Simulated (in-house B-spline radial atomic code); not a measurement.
The numbers below are computed, except where a source is named.
# Br ion on O atom: potential, deflection and energy transfer

The pair potential comes from two frozen, spherical free-atom densities (PBE, B-spline radial code, scalar-relativistic past argon): electrostatics plus the change in Thomas-Fermi kinetic and Dirac exchange energy where they overlap, the recipe behind the universal ZBL potential, which averages such potentials (from solid-state densities) over many pairs. It is written V = (Z1 Z2 e²/r) φ(r/a), with e² = 14.3996 eV·Å and a = 0.46850 Å/(Z1^0.23 + Z2^0.23); ZBL's fit is φ = 0.18175 e^(−3.1998x) + 0.50986 e^(−0.94229x) + 0.28022 e^(−0.4029x) + 0.02817 e^(−0.20162x). Where φ falls below 4e-4 it is continued as an exponential.

Masses 79.9 and 16.0 u.

| x = r/a | φ, this pair | φ, ZBL |
| --- | --- | --- |
| 0.1 | 0.8908 | 0.8928 |
| 0.25 | 0.771 | 0.7647 |
| 0.5 | 0.6218 | 0.6096 |
| 1 | 0.4303 | 0.4164 |
| 1.5 | 0.3111 | 0.2995 |
| 2 | 0.2316 | 0.2218 |
| 3 | 0.1361 | 0.1292 |
| 4 | 0.08581 | 0.08026 |
| 5 | 0.05746 | 0.05224 |
| 6.5 | 0.03239 | 0.02914 |
| 8 | 0.01835 | 0.01705 |
| 10 | 0.009078 | 0.008778 |
| 12 | 0.004824 | 0.00474 |
| 14.5 | 0.002263 | 0.002328 |
| 17 | 0.001031 | 0.001212 |

(1) At x = 6.5 the electrostatic, kinetic and exchange parts are -61.12, 260.83 and -33.36 eV. Find r, V and φ.

(2) The ion comes in at 20.01 keV with impact parameter 0.6039 Å. The scattering integral gives a centre-of-mass angle of 11.69° and a closest approach of 5.266 a. What are the reduced energy, the energy passed on and the laboratory angles?

## Answers

(1) a = 0.46850/(2.2654 + 1.6133) = 0.12079 Å, so r = 0.78513 Å. V = -61.12 + 260.83 + (-33.36) = 166.35 eV. The bare repulsion is 35 × 8 × 14.3996/0.78513 = 5135.3 eV, so φ = 0.0324, +11.2 % against ZBL's 0.0291. The kinetic (Pauli) term is 157 % of V here, as the other two terms together attract.

(2) ε = E a M2/(Z1 Z2 e² (M1 + M2)) = 20010 × 4.9983e-06 = 0.1. The most that one collision can pass on is γE with γ = 4 M1 M2/(M1 + M2)² = 0.5560. Here T = γE sin²(θ/2) = 0.5560 × 20010 × 0.01037 = 115.3 eV. The ion turns by arctan(sin θ/(cos θ + M1/M2)) = 1.9°, and the struck atom leaves at (180° − θ)/2 = 84.2°. The closest approach is 0.636 Å. With ZBL the angle would be 10.78° and T = 98.21 eV.
